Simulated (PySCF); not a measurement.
## Distorted geometries of [Lu(H2O)3]3+

[Lu(H2O)3]3+ (singlet in the valence; each metal's 4f electrons, 14 of them, lie in its core potential, out of spins and levels). PySCF 2.14.0, RKS PBE0, Lu lcecp-1-SVP with ECP60, O def2-SVP, H def2-SVP; non-relativistic Hamiltonian with scalar-relativistic core potentials where named; density fitting; no spin-orbit coupling. Relaxed geometry:

```xyz
10

Lu    0.0000    0.0000    0.0000
O     2.1871    0.0000    0.0000
H     2.8040   -0.7227    0.2766
H     2.8040    0.7227   -0.2766
O    -1.0936    1.8941    0.0000
H    -0.7761    2.7897    0.2766
H    -2.0278    2.0670   -0.2766
O    -1.0936   -1.8941    0.0000
H    -2.0279   -2.0670    0.2766
H    -0.7762   -2.7897   -0.2766
```

Order these distorted geometries by energy above the relaxed one, lowest first.
A.
```xyz
10

Lu   -0.1497   -0.0834    0.0205
O     2.2135   -0.0218   -0.1191
H     2.7850   -0.5274    0.1124
H     2.8082    0.5623   -0.2746
O    -1.0041    1.8919   -0.0799
H    -0.9253    2.6867    0.4111
H    -2.1274    2.2484   -0.3572
O    -1.0145   -1.8798    0.1005
H    -1.8443   -2.0452    0.5767
H    -0.7413   -2.8317   -0.3903
```
B.
```xyz
10

Lu   -0.0552    0.1563   -0.0698
O     2.1145    0.0698   -0.0077
H     2.6998   -0.8207    0.3500
H     2.8333    0.6358   -0.2588
O    -1.1633    1.7682    0.0012
H    -0.6620    2.8354    0.1948
H    -1.9830    2.0607   -0.3009
O    -1.1155   -1.7996    0.0171
H    -2.0721   -2.0832    0.3394
H    -0.5965   -2.8228   -0.2654
```
C.
```xyz
10

Lu    0.1173    0.2380   -0.0046
O     2.0701   -0.3660   -0.0337
H     2.7094   -0.7734    0.3190
H     2.9595    0.5560   -0.4196
O    -0.9369    2.0036    0.1093
H    -0.6600    2.7941    0.2209
H    -2.1623    2.2511   -0.2922
O    -0.9901   -1.9899    0.0127
H    -2.1224   -1.9366    0.4378
H    -0.9845   -2.7768   -0.3497
```

B (2.20 eV), A (3.83 eV), C (6.10 eV).

Which forces (eV/Å) act in the one that lies 2.20 eV up?


```
Lu   1.47 -4.09 -0.05
O    0.84 -4.47  1.80
H   -1.98  3.03 -1.17
H    1.38  1.43 -0.59
O    3.79  6.26  1.70
H   -2.01 -3.70 -0.51
H   -3.84  1.06 -1.13
O    0.65 -3.92 -0.45
H    2.10  0.49 -0.76
H   -2.40  3.91  1.17
```
Forces carry noise of the integration grid, about 0.01 to 0.03 eV/Å.

A frequency check found unstable modes (1, the lowest at -21 cm⁻¹), so the relaxed geometry is a saddle point, or these are noise. An lcecp potential fixes the number of 4f electrons, so in runs with it no electron can move into or out of that shell.
